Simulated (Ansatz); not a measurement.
Cost and result up the ladder for `Sc1ccc(-c2ccc(-c3ccc(S)cc3)cc2)cc1` (34 atoms). The state is a singlet with charge 0. Geometry: PBE-D4/def2-SVP.

```tsv
atom	x (Å)	y (Å)	z (Å)
S1	2.656	5.211	-4.758
C2	2.008	4.030	-3.605
C3	2.482	2.702	-3.683
C4	2.003	1.728	-2.803
C5	1.041	2.032	-1.813
C6	0.537	0.995	-0.884
C7	0.394	-0.351	-1.292
C8	-0.086	-1.329	-0.417
C9	-0.448	-1.013	0.912
C10	-0.961	-2.048	1.839
C11	-1.745	-3.127	1.373
C12	-2.235	-4.107	2.243
C13	-1.953	-4.041	3.622
S14	-2.535	-5.236	4.797
C15	-1.170	-2.970	4.104
C16	-0.688	-1.996	3.225
C17	-0.304	0.333	1.321
C18	0.176	1.311	0.446
C19	0.578	3.365	-1.747
C20	1.046	4.349	-2.624
H21	1.943	6.277	-4.301
H22	3.240	2.435	-4.435
H23	2.410	0.708	-2.869
H24	0.649	-0.634	-2.325
H25	-0.164	-2.370	-0.766
H26	-2.002	-3.189	0.305
H27	-2.854	-4.925	1.844
H28	-3.191	-6.023	3.900
H29	-0.929	-2.905	5.176
H30	-0.058	-1.187	3.623
H31	-0.592	0.622	2.343
H32	0.291	2.344	0.806
H33	-0.192	3.636	-1.009
H34	0.652	5.374	-2.550
```

Ansatz on 2 threads of AMD EPYC 7R13 on a shared host and a share (18 GiB) of an NVIDIA H100 80GB HBM3. Times are rough, and most runs start from the orbitals of an earlier one. ωB97X-V/def2-TZVP serves as the yardstick here, not as an exact answer. Differences are given only for rows in sets of like size (and for xTB, whose basis is part of the method), since another set adds its own error. Binding counts from free atoms at the same level (S triplet, C triplet, H doublet; other spins of the atoms weren't run), without zero-point energy or a counterpoise term.

B3LYP takes the VWN-RPA correlation. Correlated methods freeze 28 core orbitals. The rows differ in basis, and correlated rows in double-zeta sets carry the largest basis error. Single mean-field runs in def2-TZVP are fitted with def2-universal-jkfit.

Run but left out: HF/6-31G (restricted singlet, unstable in another Hartree–Fock run and untested here).

Correlated methods converge slowly with the basis, most of all in double-zeta sets.

| level | functions | wall time | binding energy per atom (eV) | difference from ωB97X-V/def2-TZVP (eV) | remarks |
| --- | --- | --- | --- | --- | --- |
| r2SCAN-D4/def2-TZVP | 716 | 7.5 s | 5.13 | 0.05 | – |
| B3LYP-D4/6-31G | 216 | 10 s | 4.96 | – | – |
| MP2/def2-SVP | 358 | 12 s | 5.03 | – | restricted SCF unstable |
| PBE-D4/def2-TZVP (with forces) | 716 | 13 s | 5.30 | 0.22 | – |
| PBE-D4/def2-SVP | 358 | 13 s | 5.38 | – | – |
| PBE0-D4/def2-SVP | 358 | 14 s | 5.26 | – | – |
| revPBE-D4/def2-TZVP | 716 | 15 s | 5.17 | 0.09 | – |
| PBE0-D4/def2-TZVP | 716 | 16 s | 5.19 | 0.11 | – |
| B3LYP-D4/def2-TZVP | 716 | 17 s | 5.09 | 0.01 | – |
| ωB97X-V/def2-TZVP (with forces) | 716 | 25 s | 5.08 | 0.00 | – |
